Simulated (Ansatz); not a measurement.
Reaction 3 R1 → P1, each structure at its B3LYP-D3(BJ)/def2-TZVP stationary point, reached from a drawn start (curvature not checked).
R1, BHO2 (SMILES O=BO) (charge 0, multiplicity 1):
```xyz
4

O     -0.8050    -0.3384     0.0615
B      0.4663    -0.0741    -0.1977
O      1.6323     0.1209    -0.4639
H     -1.2937     0.2917     0.6001
```
P1: B3H3O6 (SMILES OB1OB(O)OB(O)O1), charge 0, multiplicity 1.

P less R. No zero-point or thermal terms. One arrangement of each flexible species, with no search for the lowest.

Cores are frozen in the correlated methods.

Codes used: Ansatz (Gaussian orbitals). No computed number here is a measurement.

Total energies in hartree:

```csv
structure,PBE/def2-TZVPP,B3LYP/def2-TZVPP,CCSD(T)/cc-pVDZ
R1,-175.867451,-176.069317,-175.557683
P1,-527.823569,-528.428472,-526.905237
```

Q: Work out the reaction energy at each level in kcal/mol (1 hartree = 627.50947 kcal/mol), and say how far PBE/def2-TZVPP lies from CCSD(T)/cc-pVDZ.

A: 
- PBE/def2-TZVPP: (-527.823569) − 3 × (-175.867451) = -0.221216 hartree = -138.82 kcal/mol
- B3LYP/def2-TZVPP: (-528.428472) − 3 × (-176.069317) = -0.220521 hartree = -138.38 kcal/mol
- CCSD(T)/cc-pVDZ: (-526.905237) − 3 × (-175.557683) = -0.232188 hartree = -145.70 kcal/mol
PBE/def2-TZVPP less CCSD(T)/cc-pVDZ: 6.88 kcal/mol. CCSD(T)/cc-pVDZ is the level counted from, the highest shown, and no exact or measured value.

Ansatz is an electronic-structure program.
